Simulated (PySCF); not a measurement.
C₄H₇Cl. Atoms are numbered in the order given.

```xyz
12

C      1.6475     0.4972     0.0000
C      0.1663     0.2510     0.0000
Cl    -0.2264    -1.4835     0.0000
C     -0.7685     1.1421    -0.7532
C     -0.7685     1.1421     0.7532
H      2.1162     0.0561    -0.8923
H      1.8503     1.5789     0.0000
H      2.1162     0.0561     0.8923
H     -1.6135     0.6716    -1.2607
H     -0.3341     1.9960    -1.2814
H     -1.6135     0.6716     1.2607
H     -0.3341     1.9960     1.2814
```

The structure is a stationary point at PBE0-D3(BJ)/def2-SVP.

The numbers are results of PBE0/def2-TZVP (PySCF), not measurements.

Isolated molecule, no solvent.

- total energy = -616.53871 hartree
- point group = Cs
- highest occupied level = -7.63 eV
- lowest empty level = 0.74 eV
- orbital gap = 8.37 eV
- dipole moment = 1.97 D
- quadrupole, principal values (traceless, Buckingham form, about the centre of nuclear charge) = -1.61, -0.14, 1.75 D·Å
- mean static polarisability = 58.4 bohr³ (8.65 Å³)
- polarisability, principal values = 52.4, 57.3, 65.3 bohr³
